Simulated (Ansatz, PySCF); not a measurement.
Sn(Me)(Cl)3 (CH3Cl3Sn), SMILES [Sn]([Cl])([Cl])([Cl])[CH3]. Atoms are numbered in the order given.

```xyz
8

C     -0.0001    -0.0002     2.3930
Sn     0.0000     0.0000     0.2464
Cl     1.3636     1.7082    -0.6266
Cl     0.7981    -2.0354    -0.6252
Cl    -2.1614     0.3279    -0.6255
H     -1.0299     0.1731     2.7312
H      0.3648    -0.9786     2.7314
H      0.6648     0.8050     2.7309
```

Geometry: B3LYP-D3(BJ)/def2-SVP. The isomer is the one that the SMILES or the coordinates give; other isomers of the formula were not compared. The def2 effective core potentials stand for the cores of Sn; spin–orbit coupling is left out.

Two levels are set side by side: PBE-D3(BJ)/def2-SVP (Ansatz, a program for electronic structure) and B3LYP-D3(BJ)/def2-SVP (Ansatz). Each level has its own optimised geometry; the coordinates shown are those of the second. Frequencies come from the Hessian of PySCF at each geometry. Differences are taken from unrounded values.

| quantity | B3LYP-D3(BJ) | PBE-D3(BJ) | PBE-D3(BJ) minus B3LYP-D3(BJ) |
|---|---|---|---|
| mean bond length (Å) | 1.786 | 1.792 | 0.006 |
| bond C1–Sn2 (Å) | 2.147 | 2.151 | 0.004 |
| bond Sn2–Cl3 (Å) | 2.354 | 2.360 | 0.006 |
| bond Sn2–Cl4 (Å) | 2.354 | 2.360 | 0.006 |
| bond Sn2–Cl5 (Å) | 2.354 | 2.360 | 0.006 |
| bond C1–H6 (Å) | 1.098 | 1.105 | 0.007 |
| bond C1–H7 (Å) | 1.098 | 1.105 | 0.007 |
| bond C1–H8 (Å) | 1.098 | 1.105 | 0.008 |
| highest harmonic wavenumber (cm⁻¹) | 3188 | 3137 | -51 |
| mean harmonic wavenumber (cm⁻¹) | 962 | 938 | -24 |
| zero-point energy (kcal/mol) | 24.74 | 24.13 | -0.61 |

GGA bonds tend to be longer and softer than those of functionals with exact exchange. Differences between two approximate levels are no errors against the true value.
